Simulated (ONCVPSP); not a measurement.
# An all-electron radial function and its pseudo partner (O)

Columns: radius, all-electron u(r) and pseudo u(r) of the 2p shell (level -9.30 eV) of oxygen in the configuration [He] 2s1.75 2p4.25; LDA (Perdew-Zunger), scalar-relativistic, ONCV scheme, ONCVPSP 4.0.1.

```json
{"r (bohr)": "0.075", "all-electron": "0.0642", "pseudo": "0.0266"}
{"r (bohr)": "0.150", "all-electron": "0.1953", "pseudo": "0.1023"}
{"r (bohr)": "0.225", "all-electron": "0.3402", "pseudo": "0.2163"}
{"r (bohr)": "0.300", "all-electron": "0.4748", "pseudo": "0.3532"}
{"r (bohr)": "0.375", "all-electron": "0.5888", "pseudo": "0.4957"}
{"r (bohr)": "0.450", "all-electron": "0.6797", "pseudo": "0.6280"}
{"r (bohr)": "0.525", "all-electron": "0.7478", "pseudo": "0.7377"}
{"r (bohr)": "0.600", "all-electron": "0.7955", "pseudo": "0.8183"}
{"r (bohr)": "0.675", "all-electron": "0.8256", "pseudo": "0.8675"}
{"r (bohr)": "0.750", "all-electron": "0.8410", "pseudo": "0.8886"}
{"r (bohr)": "0.825", "all-electron": "0.8446", "pseudo": "0.8875"}
{"r (bohr)": "0.900", "all-electron": "0.8388", "pseudo": "0.8713"}
{"r (bohr)": "0.975", "all-electron": "0.8258", "pseudo": "0.8466"}
{"r (bohr)": "1.050", "all-electron": "0.8073", "pseudo": "0.8186"}
{"r (bohr)": "1.125", "all-electron": "0.7848", "pseudo": "0.7897"}
{"r (bohr)": "1.200", "all-electron": "0.7594", "pseudo": "0.7611"}
{"r (bohr)": "1.275", "all-electron": "0.7321", "pseudo": "0.7325"}
{"r (bohr)": "1.350", "all-electron": "0.7036", "pseudo": "0.7036"}
{"r (bohr)": "1.425", "all-electron": "0.6744", "pseudo": "0.6744"}
{"r (bohr)": "1.500", "all-electron": "0.6451", "pseudo": "0.6451"}
{"r (bohr)": "1.575", "all-electron": "0.6159", "pseudo": "0.6159"}
{"r (bohr)": "1.650", "all-electron": "0.5871", "pseudo": "0.5871"}
{"r (bohr)": "1.725", "all-electron": "0.5588", "pseudo": "0.5588"}
{"r (bohr)": "1.800", "all-electron": "0.5313", "pseudo": "0.5313"}
{"r (bohr)": "1.875", "all-electron": "0.5046", "pseudo": "0.5047"}
{"r (bohr)": "1.950", "all-electron": "0.4789", "pseudo": "0.4789"}
```

Question: How many radial nodes do the two functions have?

Answer: The all-electron 2p function has n − l − 1 = 0; the pseudo-wave has 0.

Question: At about which radius was the pseudo-wave matched?

Answer: 1.50 bohr. The columns agree to 0.0005 from 1.27 bohr on; several derivatives are matched, so the curves merge somewhat inside the radius.

Question: Is the pseudo-wave norm-conserving?

Answer: Yes: the ONCV scheme keeps the norm inside the radius equal to the all-electron one, which fixes the energy derivative of the logarithmic derivative at the level.
